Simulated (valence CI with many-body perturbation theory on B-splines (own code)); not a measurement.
# Energy levels of Ge²⁶⁺

Method: relativistic CI+MBPT: four valence electrons over a frozen Dirac-Fock core [He], a basis of 11 s, 11 p, 9 d, 7 f, 5 g, 2 h, 1 i functions for each j, with the one-electron correlation potential Σ1 (screened to all orders), the two-electron term Σ2, the three-electron term Σ3, Breit, model QED; selected single and double excitations, second order for the rest (own B-spline code, finite nucleus).

The last digits are not significant, and no measured levels were compared; by estimate large intervals hold to a few tenths of a per cent, small ones and those within an open d or f shell to about a per cent. Among the levels kept, up to 270 cm⁻¹ of a level comes from second order outside the variational space, and about a tenth of that is noise between levels of different J, which matters for small intervals.

Levels 91 to 116 of 116, with energies above the lowest level, 2s²2p² ³P_0. "Leading %" is the weight of the configuration and term that name the level; weights of strongly mixed levels are sums over their largest components and can fall short. Lifetimes count E1, E2, E3, M1 and M2 decay at the calculated energies, and are blank where another channel may lead or the interval is too uncertain; long ones can be off by a factor of two.

| No. | Configuration | Term | J | E (× 10³ cm⁻¹) | Leading % | Lifetime | Second component |
| --- | --- | --- | --- | --- | --- | --- | --- |
| 91 | 2s2p²3p | ³F° | 3 | 13870 | 75 | 273 fs | 11 % 2s2p²3p ³D° |
| 92 | 2s2p²3d | ³P | 1 | 13874 | 54 | 36.3 fs | 24 % 2s2p²3d ³D |
| 93 | 2s2p²3p | ¹D° | 2 | 13887 | 28 | 130 fs | 25 % 2s2p²3p ³F° |
| 94 | 2s2p²3d | ⁵D | 3 | 13887 | 39 | 29.5 fs | 34 % 2s2p²3d ³F |
| 95 | 2s2p²3d | ⁵P | 2 | 13889 | 61 | 18.3 fs | 22 % 2s2p²3d ⁵D |
| 96 | 2s2p²3d | ⁵P | 1 | 13900 | 76 | 15.4 fs | 8 % 2s2p²3d ⁵D |
| 97 | 2s2p²3p | ³D° | 1 | 13928 | 57 | 571 fs | 19 % 2s2p²3p ¹P° |
| 98 | 2s2p²3p | ³P° | 1 | 13929 | 60 | 149 fs | 14 % 2s2p²3p ³S° |
| 99 | 2s2p²3p | ³D° | 2 | 13930 | 58 | 193 fs | 21 % 2s2p²3p ³P° |
| 100 | 2s2p²3p | ³P° | 0 | 13941 | 95 | 1.75 ps |  |
| 101 | 2s2p²3s | ³S | 1 | 13945 | 60 | 109 fs | 29 % 2s2p²3s ³P |
| 102 | 2s2p²3p | ¹F° | 3 | 13951 | 62 | 58.8 fs | 27 % 2s2p²3p ³D° |
| 103 | 2s2p²3d | ³P | 0 | 13959 | 84 | 32.8 fs | 7 % 2s2p²3d ¹S |
| 104 | 2s2p²3s | ³P | 2 | 13964 | 75 | 101 fs | 6 % 2s2p²3d ³D |
| 105 | 2s2p²3p | ³F° | 4 | 13967 | 83 | 39.6 ps | 16 % 2s2p²3p ⁵D° |
| 106 | 2s2p²3p | ³D° | 3 | 13973 | 82 | 865 fs | 10 % 2s2p²3p ⁵P° |
| 107 | 2s2p²3d | ³F | 4 | 13977 | 66 | 29.0 fs | 14 % 2s2p²3d ¹G |
| 108 | 2s2p²3s | ¹P | 1 | 13980 | 62 | 72.6 fs | 15 % 2s2p²3s ³P |
| 109 | 2s2p²3d | ³D | 2 | 13981 | 48 | 40.7 fs | 12 % 2s2p²3d ³F |
| 110 | 2s2p²3d | ³D | 3 | 13986 | 75 | 25.5 fs | 12 % 2s2p²3d ¹F |
| 111 | 2s2p²3p | ³D° | 2 | 13988 | 41 | 317 fs | 26 % 2s2p²3p ³P° |
| 112 | 2s2p²3p | ³P° | 1 | 13988 | 47 | 122 fs | 25 % 2s2p²3p ¹P° |
| 113 | 2s2p²3d | ³D | 1 | 13991 | 59 | 32.7 fs | 21 % 2s2p²3d ³P |
| 114 | 2s2p²3s | ¹S | 0 | 14010 | 73 | 222 fs | 24 % 2s2p²3s ³P |
| 115 | 2s2p²3p | ³P° | 1 | 14029 | 47 | 86.1 fs | 33 % 2s2p²3p ¹P° |
| 116 | 2s2p²3p | ³P° | 2 | 14060 | 59 | 92.3 fs | 21 % 2s2p²3p ¹D° |

Names give the largest LS component (configuration and term), which can be under half, so a name can repeat, a term be missing and a line seem to break the LS rules; names also repeat where a configuration has a term twice.

Where two levels of one J and parity lie close, their mixing, g and order are uncertain.
